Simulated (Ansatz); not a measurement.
Z-matrix (Å, degrees):
```
C
S 1 1.818
H 1 1.089 2 111.1
H 1 1.089 2 106.8 3 118.7
H 1 1.090 2 110.9 3 -122.7
Si 2 2.118 1 99.8 3 67.8
O 6 1.636 2 112.7 1 -67.5
H 6 1.483 2 110.2 1 51.1
H 6 1.482 2 105.2 1 172.0
Si 7 1.641 6 139.1 2 -31.9
H 10 1.483 7 107.6 6 -173.4
H 10 1.487 7 110.1 6 67.4
H 10 1.485 7 110.8 6 -53.5
```

Charge 0, multiplicity 1.

(1) List the B3LYP/def2-TZVPP orbital energies in eV (Ansatz). (Best estimate.)

Results:

(1) Ansatz gave: Occupied: -2417.68, -1799.92, -1799.57, -520.70, -277.76, -215.71, -160.27, -160.17, -160.07, -144.32, -144.02, -99.67, -99.64, -99.60, -99.37, -99.32, -99.32, -27.37, -21.38, -17.74, -15.99, -13.71, -12.25, -12.14, -11.74, -11.40, -11.04, -10.27, -9.55, -9.23, -8.58, -8.23, -6.94. Lowest empty: -0.29, 0.25, 0.64, 1.01, 1.28, 1.39, 1.53, 1.77.

B3LYP here is the variant with VWN-RPA as its local correlation; programs differ in this.
